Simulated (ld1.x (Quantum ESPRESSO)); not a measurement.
# Configuration tests for La (Z = 57) (RRKJ)

lanthanum (La), norm-conserving RRKJ (Kleinman–Bylander form), made with ld1.x (Quantum ESPRESSO) 7.5 (LDA (PZ), fully relativistic). Core [Kr] 4d10, reference 4f0 5s2 5p6 5d2 6s1 6p0. Waves: 5s (bound): rc 2.55 bohr; 5p (bound): rc 2.05 bohr; 4f (bound, empty): rc 1.40 bohr; 5d (bound): rc 2.95 bohr. Local part: the d channel. Core correction: none.

Open shells are filled in proportion to 2j + 1 (rel_dist='average').

Occupied shells without a wave of their own: 6s. They enter only through the test configuration that unscreens the potential.

Energies are relative to the spin-unpolarised reference configuration 4f0 5s2 5p6 5d2 6s1 6p0; without spin polarisation the order of configurations can differ from experiment. Not all tests gave a result: 2 of 7 tests not solved or not reliable. Left out of the table: 4f1 5s2 5p6 5d0 6s1 6p0 (solver errors, printed error -676 eV); 4f1 5s2 5p6 5d1 6s0 6p0 (solver errors, printed error -686 eV). The d channel is local and has no spin–orbit splitting in the pseudo-atom.

```json
{"valence configuration": "4f0 5s2 5p6 5d1 6s2 6p0", "charge": "0", "ΔE all-electron (eV)": "-0.829", "error AE − PS (meV)": "-526"}
{"valence configuration": "4f0 5s2 5p6 5d1 6s1 6p0", "charge": "+1", "ΔE all-electron (eV)": "5.333", "error AE − PS (meV)": "+4.0"}
{"valence configuration": "4f0 5s2 5p6 5d1 6s0 6p2", "charge": "0", "ΔE all-electron (eV)": "4.200", "error AE − PS (meV)": "+1063"}
```

Question: What are ΔE and the potential's error for 4f0 5s2 5p6 5d1 6s0 6p0?

Answer: ΔE = 16.483 eV all-electron; the error (AE − PS) is +910 meV.

Question: What are ΔE and the potential's error for 4f0 5s2 5p6 5d0 6s2 6p1?

Answer: ΔE = 1.537 eV all-electron; the error (AE − PS) is -303 meV.

The 6s level has no wave, so the channel is fitted at the deeper level alone: the likely source of the large errors.

The potential misses its own reference levels by up to 0.4 eV.
